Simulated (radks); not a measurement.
Task: The mean radii <r> (bohr) of the occupied orbitals of an atom or ion are listed with their occupations. Method: scalar-relativistic Kohn-Sham, HCTH/407, spin-unpolarised, spherical densities, point nucleus; computed with a radial shooting solver on a logarithmic mesh with Libxc functionals.

| orbital | occ. | <r> |
|---|---|---|
| 1s | 2 | 0.01835 |
| 2s | 2 | 0.07757 |
| 2p | 6 | 0.06943 |
| 3s | 2 | 0.2010 |
| 3p | 6 | 0.2012 |
| 3d | 10 | 0.1822 |
| 4s | 2 | 0.4493 |
| 4p | 6 | 0.4776 |
| 4d | 10 | 0.5104 |
| 5s | 2 | 1.065 |
| 5p | 6 | 1.245 |
| 4f | 14 | 0.6041 |
| 6s | 1 | 2.981 |
| 5d | 4 | 1.944 |

Name the element and its charge.

Result: Z = 74, tungsten, charge +1: W+ in [Xe] 4f14 5d4 6s1. The 1s radius gives Z: for a bare nucleus <r> = (2 gamma + 1)/(2Z) with gamma = sqrt(1 - (Z/c)^2), 0.01813 bohr for Z = 74, and screening makes it slightly larger (0.01835 here). The occupations add up to 73, and the charge is Z minus that.
